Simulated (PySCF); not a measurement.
TaF6, SMILES [Ta-]([F])([F])([F])([F])([F])[F], charge -1, multiplicity 1.

The structure is a stationary point at B3LYP-D3(BJ)/def2-SVPD. The multiplicity is an assumed one; other spin states were not compared. The isomer is the one that the SMILES or the coordinates give; other isomers of the formula were not compared. The def2 effective core potentials stand for the cores of Ta; spin–orbit coupling is left out.

Computed with B3LYP-D3(BJ)/def2-SVPD (PySCF).

Frequencies are harmonic and unscaled.

Modes within 1.5 cm⁻¹ of each other (mostly degenerate sets) share a row, with their intensities summed.

| mode | ν (cm⁻¹) | IR (km/mol) | moving atoms (share of kinetic energy) |
|---|---|---|---|
| 1–3 | 124 | 0.0 | F 100 % |
| 4–6 | 226 | 123.4 | F 79 %, Ta 21 % |
| 7–9 | 265 | 0.0 | F 100 % |
| 10–11 | 573 | 0.0 | F 100 % |
| 12–14 | 587 | 939.4 | F 82 %, Ta 18 % |
| 15 | 661 | 0.0 | F 100 % |
